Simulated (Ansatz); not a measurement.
```xyz
8

C    -2.111   -0.637    0.937
C    -0.988   -0.391    0.548
Ti    0.886    0.017   -0.067
O     0.762    0.995   -1.517
F     1.696    0.898    1.200
Cl    1.903   -1.877   -0.477
H    -3.098   -0.856    1.280
H     0.950    1.850   -1.904
```

The species carries charge 0 and has multiplicity 1.

Question: List the PBE0/def2-TZVPP orbital energies in eV (the Gaussian-basis code of Ansatz). (Estimate.)

Answer: Ansatz gave: Occupied: -4876.54, -2767.38, -674.20, -547.00, -523.82, -456.66, -456.63, -456.62, -278.76, -278.10, -259.24, -197.46, -197.42, -197.41, -68.12, -43.91, -43.61, -43.39, -32.34, -28.21, -22.57, -21.09, -15.40, -15.21, -13.23, -12.62, -12.57, -11.10, -11.05, -10.90, -10.55, -9.72, -9.46, -8.50, -8.44. Lowest empty: -3.01, -2.76, -2.01, -1.59, -1.49, 0.07, 1.16, 1.31.
